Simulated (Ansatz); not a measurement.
**Cu⁺ ··· Br2**

The pair of Cu⁺ (SMILES [Cu+], atom 1) and Br2 (SMILES BrBr, atoms 2–3), both closed shells, in one local arrangement (a lower one may exist), relaxed at PBE0-D4/def2-TZVP:

| atom | x (Å) | y (Å) | z (Å) |
| --- | --- | --- | --- |
| Cu1 | -0.0074 | -0.0779 | -1.8361 |
| Br2 | -0.0901 | -0.9450 | 0.3334 |
| Br3 | 0.0975 | 1.0229 | 1.5026 |

Ansatz 0.2.0; basis: def2-TZVPPD, with def2-QZVPPD for the basis limit; cores frozen in the correlated methods. The 3s and 3p shells of Cu and Zn are frozen; filled d shells are correlated. The def2 sets are not built for correlating such inner shells, so the correlated values are less sure here. B3LYP uses VWN-RPA correlation. Extrapolation: Hartree–Fock as exp(−7.88 √X), correlation as X^−2.97. Interaction energies count from these two fragments, frozen as in the pair, with the counterpoise correction; negative means bound.

(1) What is the interaction energy by CCSD(T) at an estimated basis limit (MP2 extrapolated from triple and quadruple zeta, plus CCSD(T) − MP2 in triple zeta)? (Judge from chemistry; the value comes from the calculation.)

(2) Which atoms make the shortest contact between the fragments?

T1 diagnostic: at most 0.014.

## Answers

(1) By the calculation: -123.8 kJ/mol. Hartree–Fock alone gives -57.3 kJ/mol at the basis limit. It counts from the two fragments frozen as in the pair.

The same quantity by other methods in triple zeta, and each one's difference from that estimate:
```csv
method,E_int (kJ/mol),difference
PBE-D4,-168.7,-44.9
revPBE-D4,-154.6,-30.9
BLYP-D4,-164.6,-40.8
r2SCAN-D4,-162.3,-38.6
B97M-V,-155.5,-31.7
PBE0-D4,-138.7,-14.9
B3LYP-D4,-142.4,-18.6
HSE06-D4,-138.3,-14.6
wB97X-V,-127.0,-3.2
wB97M-V,-126.9,-3.2
B2PLYP,-124.4,-0.6
HF,-55.4,68.4
MP2,-110.0,13.7
CCSD,-96.0,27.8
CCSD(T),-103.8,19.9
```
Differences are method less estimate.

(2) Cu1 and Br2, 2.34 Å apart.

Basis-set superposition shift (counterpoise-corrected less uncorrected): CCSD(T) 8.7; MP2 8.2; HF 1.5; PBE0-D4 1.7; wB97M-V 1.5 kJ/mol.

For scale, one of the runs: CCSD(T)/def2-TZVPPD, 181 basis functions, launched by `ansatz run in.yaml --threads 4 --pin off --events-out ev --progress --plain --max-ram 9574MiB`. Hardware: 4 CPU threads of an Intel Xeon 6975P-C, shared host. Wall time 13 s; peak host memory 1.3 GiB.
